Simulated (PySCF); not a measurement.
CH₄AlClS (SMILES [CH3][Al]([SH])[Cl]), singlet, at a GFN2-xTB geometry (such geometries of metal compounds can be far from the true shape).

Input for PySCF:
```python
from pyscf import gto, scf, cc

mol = gto.Mole()
mol.atom = '''
    Al   -0.080800   -0.144372    0.280940
    Cl    1.920797   -0.374173    0.075904
    C    -1.182429   -0.808145    1.796156
    H    -1.958481   -1.506733    1.471588
    H    -1.698428    0.000535    2.320949
    H    -0.562712   -1.328363    2.529587
    S    -1.124594    0.944858   -1.332413
    H    -2.295456    0.803479   -0.723036
'''
mol.basis = 'cc-pvdz'
mol.charge = 0
mol.spin = 0
mol.verbose = 4
mol.max_memory = 1800
mol.build()

mf = scf.RHF(mol)
mf.kernel()

mycc = cc.CCSD(mf, frozen=16)
mycc.kernel()
et = mycc.ccsd_t()
print('E(CCSD(T)) = %.10f' % (mycc.e_tot + et))
```

Q: What does this run give for the total energy, SCF-reference HOMO energy, SCF-reference HOMO-LUMO gap, SCF-reference Mulliken (on the basis functions themselves) charges in atom order, SCF-reference dipole moment, MP2 correlation energy?

A: 
The total energy is -1139.8171 Eh and the SCF-reference HOMO energy comes out as -10.36 eV. The SCF-reference HOMO-LUMO gap comes out as 12.56 eV, the SCF-reference Mulliken (on the basis functions themselves) charges in atom order is Al1 0.68, Cl2 -0.27, C3 -0.35, H4 0.06, H5 0.06, H6 0.05, S7 -0.30, H8 0.08 and the SCF-reference dipole moment is 2.44 D. The MP2 correlation energy is -0.4727 Eh.
